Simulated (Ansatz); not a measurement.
`F[Si]1(F)BC1`, relaxed with RKS PBE-D4/def2-SVP in Ansatz 0.2.0 from a rough embedded geometry. The force threshold is 0.03 eV/Å; the program also tests the step.

Charge 0, multiplicity 1.

Start:

```xyz
8

F     1.942    1.233    0.432
Si    0.808    0.011    0.649
F     0.443   -0.418    2.219
B    -0.888    0.610   -0.167
C    -0.135   -0.664   -0.708
H    -1.887    1.335   -0.261
H    -0.622   -1.614   -0.467
H     0.340   -0.492   -1.696
```

By how much does the energy fall, and how many steps does the optimiser take? (An estimate is asked.)

The calculation gave: 166.58 kJ/mol, in 22 steps, 2 of them rejected.

Which bonds change most? (An estimate is asked.)

The calculation gave: Si2–C5 from 1.785 to 2.114 Å; Si2–B4 from 1.976 to 1.886 Å; B4–C5 from 1.575 to 1.490 Å; F1–Si2 from 1.681 to 1.631 Å.

Give the relaxed structure. (An estimate is asked.)

Ansatz gave: 
```xyz
8

F     2.149    0.631    0.296
Si    0.595    0.511    0.778
F     0.722   -0.039    2.307
B    -0.973    0.647   -0.259
C    -0.293   -0.556   -0.816
H    -2.134    0.884   -0.034
H    -0.852   -1.431   -1.203
H     0.786   -0.646   -1.069
```
